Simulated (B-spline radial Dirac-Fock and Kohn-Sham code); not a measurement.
## Dipole and non-dipole photoemission parameters of Mn 2s

System: the free manganese atom, configuration [Ar] 3d5 4s2; threshold 769.1 eV (tabulated edge). Level of theory: Dirac-Hartree-Slater photoionisation with a Latter tail; cross sections with all multipoles, angular parameters from the dipole term and its interference with E2; a radial atomic solver.

The run's input, task.json:

```json
{"items": [{
  "Z": 25,
  "q": 0,
  "cfg": [[1, 0, 2], [2, 0, 2], [2, 1, 6], [3, 0, 2], [3, 1, 6], [3, 2, 5], [4, 0, 2]],
  "A": 55,
  "rrms": 3.7057,
  "do": "xps",
  "hv": [61.6, 73.3, 77.2, 78.2, 106.0, 150, 229.0, 283.0, 290.0, 300, 307.0, 371.0, 436.0, 493.0, 581.0, 600, 1220.0, 1260.0, 2000, 2010.0, 2510.0, 2870.0, 2984.4, 3250.0, 4020.0, 6080.0, 8047.8, 8580.0, 9251.7, 15000],
  "edges": {"K": 6539.0, "L1": 769.1, "L2": 649.9, "L3": 638.7, "M1": 82.3}
}]}
```

Command: `python xray2_run.py task.json out`

```tsv
hν (eV)	σ (kb)	β	γ
1220	81.5	2.000	0.000
1260	77.3	2.000	-0.017
2000	33.6	2.000	0.003
2010	33.3	2.000	0.005
2510	21.5	2.000	0.124
2870	16.3	2.000	0.218
2984.4	15.0	2.000	0.248
3250	12.5	2.000	0.317
4020	7.87	2.000	0.507
6080	?	?	?
8047.8	1.54	1.999	1.300
8580	1.31	1.999	1.386
9251.7	1.08	1.999	1.490
15000	0.309	1.999	2.234
```

Task: Give the values at 6080 eV.

Result: σ = 3.03 kb, β = 1.999, γ = 0.951. For an s subshell δ is negligible.

Values without a named source are computed, but for edge energies of neutral atoms, which are taken from tables.
